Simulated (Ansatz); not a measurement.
**Several solutions for quintet FeH2**

```yaml
atoms:
  - { symbol: Fe, position_ang: [0.0000, 0.0000, 0.0000] }
  - { symbol: H, position_ang: [0.0000, 0.0000, 1.6600] }
  - { symbol: H, position_ang: [0.0000, 0.0000, -1.6600] }
```

Basis set: def2-SVP (spherical functions). Charge 0, multiplicity 5.

ROHF was run from several starts with Ansatz (development build ahead of 0.2.0).

```json
{"run": "A", "program": "Ansatz", "start": "stability test followed", "converged": "yes", "energy (hartree)": "-1263.38704", "<S²>": "6.00"}
{"run": "B", "program": "Ansatz", "start": "atomic start, no search", "converged": "yes", "energy (hartree)": "-1263.17379", "<S²>": "6.00"}
{"run": "C", "program": "Ansatz", "start": "search for the lowest state", "converged": "yes", "energy (hartree)": "-1263.38704", "<S²>": "6.00"}
```

**Question.** Which runs reached the lowest solution of this kind, and what is wrong with the others?

**Answer.** A, C reached the lowest solution found. Converged but too high: B by 5.80 eV. Convergence only shows a stationary point, and even a stable one can lie too high; stability tests and further starts are what find lower ones.
